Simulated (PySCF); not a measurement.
# Adding and removing an electron: CdC

ROHF-SCS-MP2; basis Cd def2-SVPD with ECP28, C def2-SVPD; scalar-relativistic core potentials; PySCF 2.14. Neutral (ROHF): triplet (π ↑↑), Re = 2.211 Å, ωe = 335 cm⁻¹, De = 0.52 eV.

CdC⁺ (ROHF): doublet (π ↑), Re = 2.292 Å, ωe = 390 cm⁻¹, De = 0.89 eV to Cd⁺ + C. The energies at the minima are -204.90041 hartree for CdC and -204.60003 for CdC⁺.

**Question.** Work out the adiabatic ionisation energy, without and with harmonic zero-point energies (1 hartree = 27.2114 eV, 1 eV = 8065.5 cm⁻¹), and the change of the bond length.

**Answer.** At ROHF-SCS-MP2: 0.30038 hartree = 8.174 eV between the minima; the zero-point term (390.0 − 335.0)/2 cm⁻¹ = +0.003 eV makes it 8.177 eV. Re changes by +8.1 pm against the neutral. The electron leaves a π orbital, and the longer bond of the ion fits a bonding orbital, or a change in how ionic the bond is.

CdC⁻ (UHF): quartet (σ ↑, π ↑↑), Re = 2.384 Å, ωe = 300 cm⁻¹. The energies at the minima are -204.90041 hartree for CdC and -204.94080 for CdC⁻.

**Question.** Work out the adiabatic electron affinity, without and with harmonic zero-point energies (1 hartree = 27.2114 eV, 1 eV = 8065.5 cm⁻¹), and the change of the bond length.

**Answer.** At SCS-MP2: 0.04039 hartree = 1.099 eV between the minima; the zero-point term (335.0 − 300.0)/2 cm⁻¹ = +0.002 eV makes it 1.101 eV. Re changes by +17.3 pm against the neutral. The electron enters a σ orbital, and the longer bond of the ion fits an antibonding orbital, or a change in how ionic the bond is.

Correlated steps freeze 1 core orbital. UHF and ROHF references stand side by side, which adds small steps between rows. Correlated levels converge slowly with the basis: in double zeta they bind strong bonds too weakly, by up to about 1 eV, and carry superposition errors of some tenths. Spin–orbit coupling is left out. For an ion De counts to the pair picked by the measured ionisation energies or electron affinities, which need not be the lowest pair at this level. States were picked by a PBE0 search and need not be the measured ground states.

Neutral and ion stand on different kinds of reference determinant, which adds to the error of the difference.
